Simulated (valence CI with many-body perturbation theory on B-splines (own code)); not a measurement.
# E1 line list for Gd50+

Method: relativistic CI+MBPT: four valence electrons over a frozen Dirac-Fock core [Ne], radial functions for each j: 11 s, 11 p, 9 d, 7 f, 5 g, 2 h, 1 i, with the one-electron correlation potential Σ1 (screened to all orders), the two-electron term Σ2, the three-electron term Σ3, Breit, model QED; selected single and double excitations, second order for the rest (own B-spline code, finite nucleus).

The last digits are not significant, and no measured levels were compared; by estimate large intervals hold to a few tenths of a per cent, small ones and those within an open d or f shell to about a per cent.

Lines 51 to 100 of 242 in falling wavelength, among levels below 57.343 Ry, chosen from the strongest by gf and those to the six lowest levels. Wavelengths and rates use the calculated energies. Electric multipoles are in the length gauge, E1 and E2 with the static RPA response of the core. Weak lines are less certain than strong ones. Lines between different terms over intervals too small for the method are left out, as are lines whose strength nearly cancels. The highest levels of a list are the least certain.

Levels are named by their leading jj configuration (3d3/2^4 stands for four electrons in 3d with j = 3/2), which in mixed levels can hold well under half, so a name can repeat and another be missing. Letters in brackets count levels of one name in rising energy.

| λ vac (nm) | Upper | Lower | A (s⁻¹) | log gf | Branch % |
| --- | --- | --- | --- | --- | --- |
| 7.681 | (3s 3p1/2 3p3/2^2) J=1 [b] | (3s^2 3p3/2^2) J=2 | 1.26e+10 | -1.48 | 1.1 |
| 7.641 | (3s 3p1/2^2 3d3/2) J=1 | (3s 3p1/2^2 3p3/2) J=1 | 1.03e+10 | -1.57 | 29.2 |
| 7.495 | (3s 3p1/2 3p3/2 3d3/2) J=2 [a] | (3s 3p1/2 3p3/2^2) J=2 [a] | 1.16e+10 | -1.31 | 5.1 |
| 7.462 | (3s 3p1/2 3p3/2 3d5/2) J=3 [d] | (3s^2 3p3/2 3d5/2) J=2 | 3.81e+09 | -1.65 | 0.5 |
| 7.422 | (3s 3p1/2 3p3/2 3d3/2) J=2 [b] | (3s 3p1/2 3p3/2^2) J=3 | 3.61e+10 | -0.83 | 9.6 |
| 7.382 | (3s 3p1/2^2 3d3/2) J=2 | (3s 3p1/2^2 3p3/2) J=1 | 2.94e+09 | -1.92 | 8.6 |
| 7.365 | (3s 3p1/2 3p3/2 3d3/2) J=2 [c] | (3s 3p1/2 3p3/2^2) J=2 [b] | 1.23e+10 | -1.30 | 2.7 |
| 7.074 | (3s^2 3p1/2 3d3/2) J=2 | (3s^2 3p1/2 3p3/2) J=2 | 5.38e+09 | -1.69 | 95.7 |
| 6.768 | (3s^2 3p1/2 3d3/2) J=2 | (3s^2 3p1/2 3p3/2) J=1 | 2.44e+08 | -3.08 | 4.3 |
| 6.655 | (3s 3p1/2^2 3d3/2) J=1 | (3s 3p1/2^2 3p3/2) J=2 | 3.70e+09 | -2.13 | 10.5 |
| 6.573 | (3s 3p1/2^2 3d5/2) J=3 | (3s^2 3p1/2 3d3/2) J=2 | 9.46e+07 | -3.37 | 0.1 |
| 6.457 | (3s 3p1/2^2 3d3/2) J=2 | (3s 3p1/2^2 3p3/2) J=2 | 1.07e+10 | -1.48 | 31.0 |
| 6.194 | (3s 3p1/2^2 3d5/2) J=2 | (3s^2 3p1/2 3d3/2) J=2 | 1.11e+09 | -2.50 | 0.8 |
| 5.906 | (3s^2 3p1/2 3d3/2) J=1 | (3s^2 3p1/2 3p3/2) J=2 | 3.18e+09 | -2.30 | 0.2 |
| 5.714 | (3s 3p1/2 3p3/2 3d5/2) J=2 [b] | (3s 3p1/2 3p3/2^2) J=2 [b] | 2.25e+10 | -1.26 | 5.1 |
| 5.692 | (3s^2 3p1/2 3d3/2) J=1 | (3s^2 3p1/2 3p3/2) J=1 | 1.66e+09 | -2.62 | 0.1 |
| 5.618 | (3s 3p1/2 3p3/2 3d5/2) J=1 [b] | (3s 3p1/2 3p3/2^2) J=1 [b] | 1.99e+10 | -1.55 | 5.6 |
| 5.490 | (3s 3p1/2^2 3d5/2) J=2 | (3s 3p1/2^2 3p3/2) J=1 | 7.73e+10 | -0.76 | 55.5 |
| 5.469 | (3s 3p1/2 3p3/2 3d5/2) J=1 [a] | (3s 3p1/2 3p3/2^2) J=0 | 2.41e+10 | -1.49 | 3.0 |
| 5.462 | (3s 3p1/2 3p3/2 3d5/2) J=3 [a] | (3s 3p1/2 3p3/2^2) J=3 | 2.36e+10 | -1.13 | 9.5 |
| 5.453 | (3s^2 3p3/2 3d5/2) J=2 | (3s^2 3p3/2^2) J=2 | 6.76e+10 | -0.82 | 93.6 |
| 5.404 | (3s 3p1/2 3p3/2 3d5/2) J=1 [b] | (3s 3p1/2 3p3/2^2) J=2 [b] | 1.90e+10 | -1.60 | 5.3 |
| 5.378 | (3s^2 3p1/2 3d5/2) J=2 | (3s^2 3p1/2 3p3/2) J=2 | 1.89e+10 | -1.39 | 12.7 |
| 5.373 | (3s 3p1/2 3p3/2 3d5/2) J=1 [c] | (3s 3p1/2 3p3/2^2) J=1 [b] | 2.31e+10 | -1.52 | 5.1 |
| 5.357 | (3s 3p1/2 3p3/2 3d5/2) J=2 [a] | (3s 3p1/2 3p3/2^2) J=2 [a] | 7.70e+10 | -0.78 | 31.4 |
| 5.354 | (3s^2 3p1/2 3d5/2) J=3 | (3s^2 3p1/2 3p3/2) J=2 | 9.41e+10 | -0.55 | 100.0 |
| 5.278 | (3s 3p1/2 3p3/2 3d5/2) J=0 | (3s 3p1/2 3p3/2^2) J=1 [b] | 2.21e+11 | -1.03 | 32.9 |
| 5.255 | (3s 3p1/2 3p3/2 3d5/2) J=3 [b] | (3s 3p1/2 3p3/2^2) J=3 | 6.89e+10 | -0.70 | 18.4 |
| 5.215 | (3s 3p1/2 3p3/2 3d5/2) J=4 [b] | (3s 3p1/2 3p3/2^2) J=3 | 9.90e+10 | -0.44 | 66.6 |
| 5.202 | (3s 3p1/2^2 3d5/2) J=3 | (3s 3p1/2^2 3p3/2) J=2 | 9.83e+10 | -0.55 | 78.4 |
| 5.199 | (3s^2 3p1/2 3d5/2) J=2 | (3s^2 3p1/2 3p3/2) J=1 | 1.30e+11 | -0.58 | 87.3 |
| 5.189 | (3s 3p1/2 3p3/2 3d5/2) J=2 [d] | (3s 3p1/2 3p3/2^2) J=1 [b] | 1.44e+11 | -0.54 | 9.6 |
| 5.172 | (3s 3p1/2 3p3/2 3d5/2) J=2 [b] | (3s 3p1/2 3p3/2^2) J=3 | 5.78e+10 | -0.94 | 13.1 |
| 5.157 | (3s^2 3p3/2 3d5/2) J=1 | (3s^2 3p3/2^2) J=0 | 1.82e+11 | -0.66 | 67.9 |
| 5.155 | (3s 3p1/2 3p3/2 3d5/2) J=3 [a] | (3s 3p1/2 3p3/2^2) J=2 [a] | 1.04e+11 | -0.54 | 41.8 |
| 5.147 | (3s 3p1/2 3p3/2 3d5/2) J=3 [d] | (3s 3p1/2 3p3/2^2) J=2 [b] | 2.23e+11 | -0.21 | 29.8 |
| 5.147 | (3s^2 3d3/2^2) J=2 | (3s 3p1/2 3p3/2^2) J=1 [b] | 7.10e+10 | -0.85 | 3.6 |
| 5.144 | (3s 3p1/2 3p3/2 3d5/2) J=1 [c] | (3s 3p1/2 3p3/2^2) J=1 [a] | 1.72e+11 | -0.69 | 38.2 |
| 5.127 | (3s 3p1/2 3p3/2 3d5/2) J=2 [c] | (3s 3p1/2 3p3/2^2) J=2 [b] | 7.13e+10 | -0.85 | 11.4 |
| 5.119 | (3s 3p1/2 3p3/2 3d5/2) J=1 [b] | (3s 3p1/2 3p3/2^2) J=0 | 1.13e+11 | -0.88 | 31.7 |
| 5.095 | (3s 3p1/2 3p3/2 3d5/2) J=2 [c] | (3s 3p1/2 3p3/2^2) J=1 [a] | 1.62e+11 | -0.50 | 26.0 |
| 5.057 | (3s 3p1/2 3p3/2 3d5/2) J=0 | (3s 3p1/2 3p3/2^2) J=1 [a] | 1.09e+11 | -1.38 | 16.2 |
| 5.006 | (3s 3p1/2 3p3/2 3d5/2) J=2 [d] | (3s 3p1/2 3p3/2^2) J=2 [b] | 1.35e+10 | -1.59 | 0.9 |
| 4.975 | (3s 3p1/2 3p3/2 3d5/2) J=2 [d] | (3s 3p1/2 3p3/2^2) J=1 [a] | 3.65e+10 | -1.17 | 2.5 |
| 4.970 | (3s 3p1/2 3p3/2 3d5/2) J=3 [b] | (3s 3p1/2 3p3/2^2) J=2 [a] | 1.22e+11 | -0.50 | 32.5 |
| 4.964 | (3s 3p1/2 3p3/2 3d5/2) J=4 [c] | (3s 3p1/2 3p3/2^2) J=3 | 1.37e+11 | -0.34 | 29.0 |
| 4.962 | (3s 3p1/2^2 3d5/2) J=2 | (3s 3p1/2^2 3p3/2) J=2 | 3.14e+10 | -1.24 | 22.5 |
| 4.956 | (3s^2 3p3/2 3d5/2) J=3 | (3s^2 3p3/2^2) J=2 | 3.86e+11 | 0.00 | 98.4 |
| 4.955 | (3s 3p1/2 3p3/2 3d5/2) J=1 [a] | (3s 3p1/2 3p3/2^2) J=2 [a] | 2.18e+10 | -1.62 | 2.7 |
| 4.914 | (3s 3p1/2 3p3/2 3d5/2) J=1 [c] | (3s 3p1/2 3p3/2^2) J=0 | 2.37e+10 | -1.59 | 5.3 |
